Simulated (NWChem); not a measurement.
SiF3, doublet; SMILES F[Si](F)F

```xyz
4

F      1.0605     1.0605    -0.1982
Si     0.0000     0.0000     0.3821
F     -1.4487     0.3882    -0.1982
F      0.3882    -1.4487    -0.1982
```
Atoms are numbered in this order, from 1.

Program: NWChem. Pople sets run with spherical d functions. Spin-unrestricted. Medium grid unless said otherwise, to which SCAN and Minnesota functionals are sensitive. In the optimisation the excess spin sits in a (C3, its own frame). Coordinates come from a PBE0/def2-SVP, spin-unrestricted optimisation. No stability test was run on the SCF state.

Q: Order these by “lowest empty minus highest occupied level, either spin (eV)”, lowest first: MN15-L/6-31G*; N12/6-31G*; LC-BLYP (range parameter 0.33 per bohr)/6-31G*; TPSS/6-31G*.

A: N12/6-31G* (1.24), TPSS/6-31G* (2.21), MN15-L/6-31G* (3.32), LC-BLYP (range parameter 0.33 per bohr)/6-31G* (8.27)
